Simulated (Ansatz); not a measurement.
# Which is lower?

Two relaxed structures of AlBSiH5O (charge +1), singlet (PBE0-D4/def2-TZVP; forces vanish, vibrations not checked).

A:

B1  (0.241, -0.303, 0.723)
Si2  (1.114, 0.100, -0.926)
O3  (-0.119, 1.190, -1.803)
Al4  (-0.763, -1.464, 2.207)
H5  (-0.391, 0.990, -2.710)
H6  (-0.178, 2.142, -1.635)
H7  (2.344, 0.919, -1.016)
H8  (0.181, -2.217, 3.217)
H9  (-2.334, -1.397, 2.128)
(Å)

B:

```
9
angstrom
B -0.0890 0.9784 -2.0893
Si 0.8109 0.5952 -0.3341
O 0.1046 -0.3035 0.7222
Al -0.6019 -1.3032 2.0005
H 0.1031 0.2423 -3.0035
H -0.7940 1.9324 -2.1741
H 2.1406 1.1188 0.0499
H -0.2080 -2.8064 1.8424
H -1.4664 -0.4540 2.9860
```

Program: Ansatz 0.2.0. Basis: def2-TZVPP. Cores are frozen in the correlated methods. B3LYP uses VWN-RPA correlation.

Problem. Which structure is lower at CCSD(T), and by how much? (An estimate is asked for; the value comes from the calculation.)

Solution. Computed: B, by 3.843 eV (electronic energy, against the other). By their contacts, A is AlBSiH₅O ([OH2][SiH][B][AlH2]), total charge +1 and B is AlBSiH₅O ([BH2][SiH][O][AlH2]), total charge +1.

All methods give the same order:

```tsv
method	E(B) − E(A) (eV)
PBE-D4	-3.589
r2SCAN-D4	-3.920
PBE0-D4	-3.796
B3LYP-D4	-4.008
wB97M-V	-4.037
HF	-4.518
MP2	-4.204
CCSD	-3.963
CCSD(T)	-3.843
```

T1 diagnostic: at most 0.020. The restricted Hartree–Fock reference is unstable towards an unrestricted one at one or more of these structures.

Labels in which every atom is bracketed show which atoms are joined, not bond orders.

For scale, one of the runs: CCSD(T)/def2-TZVPP, 216 basis functions, launched by `ansatz run in.yaml --threads 2 --pin off --events-out ev --progress --plain --max-ram 4352MiB`. Time: 58 s of wall clock on 2 CPU threads of an Arm Neoverse V2; the host was shared. Peak host memory: 2.9 GiB.
